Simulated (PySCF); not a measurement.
**Dipole moment and polarisability across levels of theory**

Species: CH7BFPSi.
InChI=1S/CH7BFPSi/c1-2(3)4-5/h4H,1,5H3

PySCF, dipoles from the SCF density, polarisabilities from static response with core orbitals frozen. Geometry: PBE0-D3(BJ)/def2-SVP, one conformer, isolated molecule.

**Question.** How do dipole and polarisability depend on functional and basis here?

**Answer.** 

```
              level  μ (D)  α (au)  anisotropy (au)
      LDA/def2-SVPD  1.385   89.98            34.97
      PBE/def2-SVPD  1.331   88.21            33.93
    B3LYP/def2-SVPD  1.362   85.29            30.79
     PBE0/def2-SVPD  1.420   84.67            30.55
BHandHLYP/def2-SVPD  1.452   81.83            27.61
CAM-B3LYP/def2-SVPD  1.413   83.77            28.72
  wB97X-D/def2-SVPD  1.437   83.74            28.91
  LC-wPBE/def2-SVPD  1.478   81.82            27.07
       HF/def2-SVPD  1.554   78.15            23.78
        PBE0/6-31G*  1.526   70.32            27.85
       PBE0/6-31+G*  1.529   78.07            28.21
      PBE0/def2-SVP  1.510   72.43            28.03
   PBE0/aug-cc-pVDZ  1.396   86.40            30.70
     PBE0/def2-TZVP  1.409   81.66            29.93
    PBE0/def2-TZVPD  1.393   86.11            30.77
```

The anisotropy is √(½[(α1 − α2)² + (α2 − α3)² + (α3 − α1)²]). The dipole runs from 1.33 D (PBE/def2-SVPD) to 1.55 D (HF/def2-SVPD). No reference polarisability is at hand; against PBE0 in the largest diffuse basis at hand (def2-TZVPD) the other PBE0 rows deviate by 6-31G* -18%, 6-31+G* -9%, def2-SVP -16%, def2-SVPD -2%, aug-cc-pVDZ 0%, def2-TZVP -5%. In one basis (def2-SVPD) the functionals order the polarisability from HF (lowest) to LDA (highest), a spread of 15%. With PBE0 the polarisability is 74.80 au without diffuse functions (mean of 6-31G*, def2-SVP and def2-TZVP) and 83.81 au with them (mean of 6-31+G*, def2-SVPD, aug-cc-pVDZ and def2-TZVPD).

Without π bonds the low states are Rydberg-like; a valence basis with one diffuse set may place them up to an eV too high.
